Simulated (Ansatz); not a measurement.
Cu₂Se⁻: single points at one geometry.

```yaml
crystal:
  periodic: [false, false, false]
  atoms:
    - {symbol: Cu, position_ang: [0.798363, -0.582256, -1.048132]}
    - {symbol: Cu, position_ang: [-0.626330, 1.293448, 0.098456]}
    - {symbol: Se, position_ang: [-0.172033, -0.711193, 0.949676]}
basis:
  gaussian: {orbitals: def2-TZVPD, initial_orbitals: start.molden}
total_charge: -1
magnetization: {spin_polarized: true, initial_magnetization: 1}
hamiltonian: {xc: pbe, dispersion: d4}
scf: {omitted_lower_state_checks: [starts]}
output: {orbitals: {seedname: orbitals}}
```

The file start.molden holds the orbitals of an earlier run on this structure, at another level or in another basis.

```sh
$ ansatz run in.yaml --threads 4 --pin off --events-out ev --progress --plain --max-ram 3916MiB
```

Shortened log:

```
Functional definition: PBE
1361 factors; their error is unknown
mean field evaluation 1: about -154611.5028 eV, gradient 9.2e0 eV
mean field evaluation 2: about -154611.7610 eV, gradient 4.8e-1 eV
mean field evaluation 4: about -154611.7250 eV, gradient 3.8e-2 eV
mean field evaluation 8: about -154611.7250 eV, gradient 1.6e-5 eV
mean field -154611.72499959 eV, -5681.8760941436 hartree, gradient 1.6e-5 eV, S^2 0.756200; 0 other end points of the search recorded, 0 dependent functions left out
reference -154611.72503487 eV, -5681.8760954403 hartree; 47, 46 occupied and 106, 107 virtual orbitals, 1361 factors
Total energy: -154611.83252716 eV, -5681.8800457089 hartree
Checks for a lower state left out: starts
```

Run time 5 s (4 threads of AMD EPYC 7R43 on a shared host).

The first input with `hamiltonian: {xc: r2scan, dispersion: d4}` (abridged; 10 s):

```
Functional definition: r2SCAN
mean field -154633.48399643 eV, -5682.6757225289 hartree, gradient 2.2e-5 eV, S^2 0.770350
Total energy: -154633.50283307 eV, -5682.6764147625 hartree
Checks for a lower state left out: starts
```

As the first input, with `hamiltonian: {xc: pbe0, dispersion: d4}` (abridged; 11 s):

```
Functional definition: PBE0
mean field -154613.24798196 eV, -5681.9320627135 hartree, gradient 2.1e-5 eV, S^2 0.760078
Total energy: -154613.33829934 eV, -5681.9353818159 hartree
Checks for a lower state left out: starts
```

Geometry: PBE0-D4/def2-TZVP, that of the neutral singlet.

At PBE-D4/def2-TZVPD, r2SCAN-D4/def2-TZVPD, PBE0-D4/def2-TZVPD the highest occupied level of the charge -1 doublet lies above zero (up to 0.76 eV). By energy differences its removal costs 1.33 eV (vertical, to the charge 0 singlet, at PBE-D4/def2-TZVPD); a positive level beside a positive removal energy at the same level points to self-interaction error. The structure comes from a short search, and lower isomers may exist.
